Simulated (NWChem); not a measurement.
# Total energies of AlCl

```
Al
Cl 1 2.1469
```
Charge 0, spin multiplicity 1.

All runs are NWChem calculations. All single points use one geometry, from PBE0/def2-SVP, a minimum by its harmonic frequencies.

Basis set: 3-21G (26 functions).

```tsv
method	total energy (Ha)
RHF	-697.95492
MP2	-698.02596
B2PLYP	-698.83759
PBE	-698.78795
B3LYP	-699.15797
M06-2X	-699.07581
CCSD(T)	-698.04466
```

Total energies of different functionals aren't comparable as a measure of quality: only differences taken within one method are. 

The correlated methods keep 10 core orbitals frozen. B3LYP has NWChem's definition, with VWN1-RPA local correlation. The structure started from a generated list of species. No row is a measurement; the coupled-cluster row has its own basis-set and correlation limits.
